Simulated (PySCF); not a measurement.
Computed shifts of a molecule C5H6, PySCF with HF/pcSseg-1, GIAO, gas phase, equivalent atoms averaged, in ppm (number of nuclei): ¹³C: 91.7 (1), 74.0 (1), 9.1 (2), -3.4 (1). ¹H: 2.40 (1), 1.14 (1), 0.96 (4). References: ¹³C against TMS (σ = 192.6 ppm); ¹H against TMS (σ = 31.99 ppm), references at their B3LYP-D3(BJ)/def2-TZVP geometries, non-relativistic. Geometry optimised at B3LYP-D3(BJ)/def2-SVP. Other conformers were not sampled.

Problem. Pick the molecule that these values belong to.
(A) C1=CCC=C1
(B) C#CCC=C
(C) C#CC1CC1
(D) C=C=CC=C

Solution. C, C#CC1CC1
